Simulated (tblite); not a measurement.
C7H15P2 (charge +1).
SMILES with atom numbers: `[CH2:1]=[CH:2][P:3]([CH3:4])[CH2:5][PH2+:6][CH:7]1[CH2:8][CH2:9]1` (hydrogens: H10, H11 on C1; H12 on C2; H13, H14, H15 on C4; H16, H17 on C5; H18, H19 on P6; H20 on C7; H21, H22 on C8; H23, H24 on C9)

Computed geometry: GFN2-xTB, gas phase.

(1) List the bond lengths, angles and torsions at this level.

Results:

(1) 
```json
{"bond": "C1=C2", "length (pm)": "132.5", "order": "double"}
{"bond": "C2–P3", "length (pm)": "182.9", "order": "single"}
{"bond": "P3–C4", "length (pm)": "183.8", "order": "single"}
{"bond": "P3–C5", "length (pm)": "192.3", "order": "single"}
{"bond": "C5–P6", "length (pm)": "179.4", "order": "single"}
{"bond": "P6–C7", "length (pm)": "179.2", "order": "single"}
{"bond": "C7–C8, C7–C9", "length (pm)": "151.1", "order": "single"}
{"bond": "C8–C9", "length (pm)": "148.7", "order": "single"}
{"bond": "C1–H10", "length (pm)": "107.8", "order": "single"}
{"bond": "C1–H11", "length (pm)": "107.8", "order": "single"}
{"bond": "C2–H12", "length (pm)": "108.6", "order": "single"}
{"bond": "C4–H13, C4–H14, C4–H15", "length (pm)": "108.9", "order": "single"}
{"bond": "C5–H16, C5–H17", "length (pm)": "109.5", "order": "single"}
{"bond": "P6–H18, P6–H19", "length (pm)": "137.7", "order": "single"}
{"bond": "C7–H20", "length (pm)": "108.5", "order": "single"}
{"bond": "C8–H21, C9–H24", "length (pm)": "107.9", "order": "single"}
{"bond": "C8–H22, C9–H23", "length (pm)": "108.1", "order": "single"}
```

Bonds in one row agree within 1 pm and their mean is given. Orders are formal, as drawn. A selection of angles:
```json
{"angle": "C2–C1–H10", "degrees": "121.6"}
{"angle": "C2–C1–H11", "degrees": "122.2"}
{"angle": "H10–C1–H11", "degrees": "116.2"}
{"angle": "C1–C2–P3", "degrees": "122.0"}
{"angle": "C1–C2–H12", "degrees": "120.9"}
{"angle": "P3–C2–H12", "degrees": "117.0"}
{"angle": "C2–P3–C4", "degrees": "99.0"}
{"angle": "C2–P3–C5", "degrees": "94.3"}
{"angle": "C4–P3–C5", "degrees": "97.1"}
{"angle": "P3–C4–H13", "degrees": "108.1"}
{"angle": "P3–C4–H14", "degrees": "111.9"}
{"angle": "P3–C4–H15", "degrees": "109.6"}
{"angle": "H13–C4–H14", "degrees": "109.2"}
{"angle": "H13–C4–H15", "degrees": "108.1"}
{"angle": "P3–C5–P6", "degrees": "106.0"}
{"angle": "P3–C5–H16", "degrees": "109.4"}
{"angle": "P3–C5–H17", "degrees": "113.4"}
{"angle": "P6–C5–H16", "degrees": "108.9"}
{"angle": "H16–C5–H17", "degrees": "108.6"}
{"angle": "C5–P6–C7", "degrees": "115.5"}
{"angle": "C5–P6–H18", "degrees": "110.8"}
{"angle": "C5–P6–H19", "degrees": "108.4"}
{"angle": "C7–P6–H18", "degrees": "107.6"}
{"angle": "C7–P6–H19", "degrees": "109.4"}
{"angle": "H18–P6–H19", "degrees": "104.7"}
{"angle": "P6–C7–C8", "degrees": "118.3"}
{"angle": "P6–C7–H20", "degrees": "114.0"}
{"angle": "C8–C7–C9", "degrees": "59.0"}
{"angle": "C8–C7–H20", "degrees": "118.6"}
{"angle": "C7–C8–C9", "degrees": "60.5"}
{"angle": "C7–C8–H21", "degrees": "117.4"}
{"angle": "C7–C8–H22", "degrees": "118.5"}
{"angle": "C9–C8–H21", "degrees": "118.8"}
{"angle": "C9–C8–H22", "degrees": "118.4"}
{"angle": "H21–C8–H22", "degrees": "113.5"}
{"angle": "C7–C9–C8", "degrees": "60.6"}
{"angle": "C7–C9–H23", "degrees": "118.5"}
```

Torsions: C1–C2–P3–C4 -141° (anticlinal); C2–P3–C5–P6 -62° (synclinal); P3–C5–P6–C7 -153° (antiperiplanar); C5–P6–C7–C8 -95° (anticlinal); P6–C7–C8–C9 -107° (anticlinal); P6–C7–C9–C8 108° (anticlinal). The mirror-image conformer, all signs reversed, is as good.

The 3-membered ring C7–C8–C9 has internal angles of 59.0° to 60.6°. C1 (terminal =CH2 carbon) is planar (angles 122.2°, 121.6° and 116.2°, sum 360.0°, 0.01 Å off the plane of its three neighbours). Of the pairs four or more bonds apart, C2···H18 is among the closest relative to their van der Waals radii: 2.93 Å, 101 % of the sum of Bondi's values. The C–C distances run from 1.325 Å (C1=C2, drawn double) to 1.512 Å (C7–C8, drawn single), a spread of 0.187 Å. The 5 C–P bonds span 1.792 Å (P6–C7, drawn single) to 1.923 Å (P3–C5, drawn single), a spread of 0.131 Å. P6 (phosphonium phosphorus) is distorted tetrahedral (angles from 104.7° to 115.5°). C2 (alkene CH carbon) is planar (angles 122.0°, 120.9° and 117.0°, sum 359.9°, 0.02 Å off the plane of its three neighbours).

Point group: C1 (no symmetry element, even within 0.4 Å). Its GFN2-xTB frequencies are all real (lowest 25 cm⁻¹). 3 starts were optimised and ended at 0.00, 0.27 and 0.97 kcal/mol (GFN2-xTB); the lowest of these is shown.
